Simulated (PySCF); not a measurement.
Al(H)2(SiH3) (AlH5Si), SMILES [AlH2][SiH3]. Atoms are numbered in the order given.

```xyz
7

Al     0.0290    -0.6181    -1.1500
H     -1.2970    -0.7318    -2.0181
H      1.3752    -1.2400    -1.7202
Si    -0.0230     0.5395     1.0160
H     -0.0462     2.0166     0.7971
H      1.1597     0.2384     1.8707
H     -1.2469     0.1979     1.7965
```

Coordinates come from a PBE0-D3(BJ)/def2-TZVP optimisation.

These are PBE0/pcJ-1 (PySCF) values and carry that method's errors.

Isotropic couplings with Fermi-contact, spin-dipole and both spin-orbit terms, one fixed conformer, no vibrational averaging. Isotopes: 1H, 29Si.

Computed spin–spin coupling constants:
```json
[
 {"pair": "Si4–H5", "bonds apart": "1", "J (Hz)": "-178.3"},
 {"pair": "Si4–H6", "bonds apart": "1", "J (Hz)": "-188.3"},
 {"pair": "Si4–H7", "bonds apart": "1", "J (Hz)": "-184.8"},
 {"pair": "H2–H3", "bonds apart": "2", "J (Hz)": "22.3"},
 {"pair": "H2–Si4", "bonds apart": "2", "J (Hz)": "-27.4"},
 {"pair": "H3–Si4", "bonds apart": "2", "J (Hz)": "-27.9"},
 {"pair": "H5–H6", "bonds apart": "2", "J (Hz)": "-6.6"},
 {"pair": "H5–H7", "bonds apart": "2", "J (Hz)": "-8.6"},
 {"pair": "H6–H7", "bonds apart": "2", "J (Hz)": "-3.8"},
 {"pair": "H2–H5", "bonds apart": "3", "J (Hz)": "-1.7"},
 {"pair": "H2–H6", "bonds apart": "3", "J (Hz)": "10.1"},
 {"pair": "H2–H7", "bonds apart": "3", "J (Hz)": "-2.6"},
 {"pair": "H3–H5", "bonds apart": "3", "J (Hz)": "0.9"},
 {"pair": "H3–H6", "bonds apart": "3", "J (Hz)": "-2.4"},
 {"pair": "H3–H7", "bonds apart": "3", "J (Hz)": "6.9"}
]
```
